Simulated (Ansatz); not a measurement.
Mulliken charges of H₅PSSn (`[PH2][SnH2][SH]`) from r2SCAN/def2-TZVPP in Ansatz (PBE0-D4/def2-TZVP geometry).

```tsv
atom	x (Å)	y (Å)	z (Å)	charge (e)
P1	-1.143	0.603	-1.565	-0.223
Sn2	0.589	0.064	0.154	0.655
S3	0.443	-2.326	0.432	-0.396
H4	-2.182	0.623	-0.597	0.045
H5	-0.906	2.001	-1.447	0.034
H6	0.328	0.774	1.687	-0.113
H7	2.137	0.487	-0.437	-0.115
H8	0.826	-2.284	1.719	0.113
```

**Question.** By hand: the dipole of these point charges (1 e Å = 4.8032 D).

**Answer.** Σ q r = (0.147, 0.523, 0.257) e Å, of length 0.601 e Å = 2.89 D.

**Question.** How does the dipole of the full density compare? (Best estimate.)

**Answer.** Ansatz gave: (0.025, 0.360, 0.202) e Å, 1.99 D; the point charges give 1.45 times that, at 11° from its direction.

Point charges leave out the atoms' own dipoles, such as those of lone pairs, and Mulliken's split depends on the basis, so the two needn't agree.
